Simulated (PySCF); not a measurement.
CH7ClOSi2.

```xyz
12

Si    -2.5339     0.7907    -0.2912
C     -0.9340     0.1048    -1.0899
O     -0.3635    -0.9492    -0.3052
Si     0.7998    -0.7324     0.8714
Cl     2.4423     0.2712     0.0672
H     -3.1046     1.8747    -1.1667
H     -2.2212     1.3591     1.0657
H     -3.5386    -0.3156    -0.1371
H     -1.1759    -0.3115    -2.0921
H     -0.2013     0.9266    -1.2658
H      1.2016    -2.1046     1.2976
H      0.3102     0.1095     2.0128
```
Charge 0, spin multiplicity 1.

Geometry optimised at PBE-D3(BJ)/def2-SVP. The structure was generated by enumeration, and PubChem lists no compound with its InChIKey, so it may never have been made. Other conformers were not sampled.

Computed with PBE/pcSseg-1 (PySCF). Non-relativistic, no solvent.

Computed absolute GIAO shielding of each atom: isotropic value and principal components (ppm):
```csv
atom,σ(iso),σ11,σ22,σ33,span
Si1,411.5,381.2,404.1,449.1,67.9
C2,124.1,82.3,106.1,183.8,101.5
O3,275.6,195.7,283.3,347.6,151.9
Si4,344.9,305.7,341.8,387.2,81.5
Cl5,892.8,725.2,966.4,986.7,261.5
H6,27.2,24.2,24.9,32.4,8.2
H7,26.9,23.4,26.6,30.8,7.5
H8,27.0,24.1,25.2,31.8,7.7
H9,27.0,22.4,26.2,32.2,9.8
H10,26.8,21.6,27.7,31.0,9.5
H11,25.7,21.6,23.9,31.5,9.9
H12,25.2,21.2,24.3,30.1,9.0
```
